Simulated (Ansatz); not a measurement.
Reaction (redistribution): `C[Se][SiH3]` + `[Cl][GaH2]` → `[SiH3]Cl` + `C[Se][GaH2]`

Gas-phase electronic energies from Ansatz, PBE0-D4/def2-TZVP geometries. CBS: MP2 limit from def2 TZ/QZ plus the TZ coupled-cluster correction, frozen cores. This one scheme is used for every species. Functionals use def2-TZVPP. B3LYP here is the variant with VWN-RPA as its local correlation; programs differ in this. For Ga, Se outer-core shells are correlated without core-valence functions, which leaves a few kJ/mol of doubt a bond. Scalar relativity is left out up to krypton.

Problem. Is it downhill or uphill in electronic energy at CCSD(T)/CBS, and by how much? (Estimate.)

Solution. Computed: Downhill: ΔE = -19.1 kJ/mol.

Problem. What do these levels give: BLYP-D4, B3LYP-D4, CAM-B3LYP-D4, B2PLYP, PBE0, BHLYP, CAM-B3LYP, RPA@PBE/def2-TZVPP, MP2/def2-SVP, MP2/def2-TZVPP, CCSD(T)/def2-TZVPP, HF/def2-QZVPP? (Estimate.)

Solution. Computed: BLYP-D4 -18.4, B3LYP-D4 -17.4, CAM-B3LYP-D4 -16.6, B2PLYP -18.1, PBE0 -15.7, BHLYP -16.3, CAM-B3LYP -16.8, RPA@PBE/def2-TZVPP -18.4, MP2/def2-SVP -10.9, MP2/def2-TZVPP -18.6, CCSD(T)/def2-TZVPP -17.7, HF/def2-QZVPP -11.8 kJ/mol.

Problem. What do rigid-rotor, harmonic-oscillator terms from PBE0-D4/def2-TZVP frequencies (298.15 K, 1 bar) make of the CCSD(T)/CBS value? (Best estimate.)

Solution. Computed: ΔZPE = +1.4 kJ/mol, ΔH = -18.0 kJ/mol, ΔS = -5 J/(mol·K), ΔG = -16.5 kJ/mol.

Largest T1 diagnostic among the species: 0.012.

In def2-TZVPP, CCSD(T) changes the Hartree–Fock value by −5.8 kJ/mol (the triples alone add −0.8 kJ/mol) and MP2 by −6.7 kJ/mol. Leaving LDA and LC-ωPBE aside and taking each functional with its dispersion term where it has one, the values, not all of them listed here, spread over 4.5 kJ/mol, from BLYP-D4 to ωB97X-V. LDA lies −3.1 kJ/mol from PBE without D4.
